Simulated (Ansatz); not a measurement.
CH9N3Ti (`[CH3][Ti]([NH2])([NH2])[NH2]`). Charge 0, multiplicity 1.

```xyz
14

C     1.287   -0.658    1.142
Ti   -0.171    0.087   -0.152
N     0.426   -0.183   -1.920
N    -1.772   -0.855    0.170
N    -0.387    1.925    0.211
H     1.057   -0.386    2.178
H     1.338   -1.750    1.076
H     2.271   -0.250    0.889
H    -0.054   -0.678   -2.657
H     1.341    0.106   -2.239
H    -2.671   -0.466    0.413
H    -1.819   -1.866    0.185
H    -0.548    2.284    1.144
H    -0.298    2.690   -0.441
```

List the harmonic frequencies (cm⁻¹, unscaled) at PBE0-D4/def2-TZVP in Ansatz. (An estimate is asked.)

The calculation gave: 138, 154, 154, 161, 168, 168, 238, 238, 326, 413, 413, 422, 451, 488, 488, 526, 527, 552, 683, 740, 740, 1153, 1418, 1418, 1522, 1522, 1526, 3018, 3110, 3110, 3557, 3557, 3560, 3664, 3664, 3664.

Is this a minimum?

Yes, all 36 modes are real.

Give the ideal-gas thermochemistry at 298.15 K and 1 bar (rigid rotor, harmonic oscillator; point group C3, symmetry number 3).

Zero-point energy 285.0 kJ/mol; H(298) − E = 315.3 kJ/mol; entropy 388.7 J/(mol·K), of which translation 167.6, rotation 103.9, vibration 117.3; G(298) − E = 199.4 kJ/mol.

And at 400, 500, 600, 800 and 1000 K?


```
T (K)  H − E (kJ/mol)  S (J/mol/K)  G − E (kJ/mol)
  400           333.2        440.3           157.1
  500           352.8        483.8           110.8
  600           373.7        521.9            60.5
  800           418.8        586.7           -50.6
 1000           467.5        641.0          -173.5
```

Rotational constants (cm⁻¹)?

0.09651, 0.09535, 0.09535.
